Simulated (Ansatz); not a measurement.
Total energies of GaH3S2 (`[SH][GaH][SH]`).

```xyz
6

S     1.4676   -1.1937    0.3259
Ga    0.4859    0.7017   -0.1974
S    -1.7067    0.8485   -0.2285
H     0.3261   -1.8738    0.5199
H     1.3474    1.9458   -0.5475
H    -1.9203   -0.4284    0.1277
```

Total charge 0; spin multiplicity 1. Correlated methods include outer-core shells of Ga, which these sets cover unevenly. Scalar relativity is left out up to krypton. Geometry: relaxed with PBE0-D4/def2-TZVP. It is one conformer, not always the lowest. Basis def2-TZVPP, the Gaussian-basis code of Ansatz.

RPA on PBE orbitals: Hartree–Fock energy of these orbitals -2720.10304 Eh, correlation -0.96776 Eh (frozen core).

```csv
functional,energy without D4 (Eh),D4 term (kJ/mol)
CAM-B3LYP,-2723.27660,-13.2
B2PLYP,-2722.51899,–
```

(1) Give the same for LDA (SPW92), PBE, revPBE, BLYP, r2SCAN, B97M-V, PBE0, B3LYP, r2SCANh, r2SCAN0, HSE06 (plane-wave form), BHLYP, LC-ωPBE, ωB97X-V, ωB97M-V, PBE-QIDH. (Estimate.)

B3LYP takes the VWN-RPA correlation (the form of Gaussian; ORCA's B3LYP/G). HSE06 is the plane-wave form, built on full-range PBE exchange. The double hybrids freeze the cores in their second-order part.

Results:

(1) Computed: 
| functional | energy without D4 (Eh) | D4 term (kJ/mol) |
| --- | --- | --- |
| LDA (SPW92) | -2717.34928 | – |
| PBE | -2722.50148 | -14.7 |
| revPBE | -2722.85434 | -35.3 |
| BLYP | -2723.19935 | -31.1 |
| r2SCAN | -2723.07636 | -3.3 |
| B97M-V | -2722.57097 | – |
| PBE0 | -2722.60826 | -12.6 |
| B3LYP | -2723.22772 | -24.2 |
| r2SCANh | -2723.06177 | -3.6 |
| r2SCAN0 | -2723.04123 | -4.1 |
| HSE06 (plane-wave form) | -2722.59282 | -12.0 |
| BHLYP | -2723.10856 | -22.3 |
| LC-ωPBE | -2722.66137 | – |
| ωB97X-V | -2722.84108 | – |
| ωB97M-V | -2722.98524 | – |
| PBE-QIDH | -2722.10098 | – |

LC-ωPBE has ω = 0.4 bohr⁻¹.
